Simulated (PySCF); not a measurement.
AlH3, SMILES [AlH3].

Geometry: ωB97X-D3(BJ)/def2-TZVPD. The isomer is the one that the SMILES or the coordinates give; other isomers of the formula were not compared.

Two levels are set side by side: TDA-PBE/def2-TZVPD (PySCF) and TDA-ωB97X/def2-TZVPD (PySCF). Vertical, same geometry. The lowest singlet is HOMO→LUMO 100 % with PBE and HOMO→LUMO 98 % with the other functional; states are paired by order. Differences are taken from unrounded values.

```tsv
quantity	TDA-ωB97X
lowest singlet excitation (eV)	5.52
lowest triplet excitation (TDA) (eV)	5.16
first bright state (f over 0.05) (eV)	8.53
its oscillator strength	0.24
```

### Question
What does TDA-PBE give, and how far is it from TDA-ωB97X? (An estimate is asked for; the answer gives what the named calculation found.)

### Answer

```
quantity                               TDA-PBE  TDA-PBE minus TDA-ωB97X
-------------------------------------  -------  -----------------------
lowest singlet excitation (eV)            4.89                    -0.63
lowest triplet excitation (TDA) (eV)      4.42                    -0.74
first bright state (f over 0.05) (eV)     7.40                    -1.13
its oscillator strength                   0.13                    -0.12
```

A lower first singlet is the usual sign of a functional without exact exchange. Differences between two approximate levels are no errors against the true value.

Rough cost on one machine, each run with all the roots and properties that it gave: TDA-ωB97X against TDA-PBE within a factor of 2.
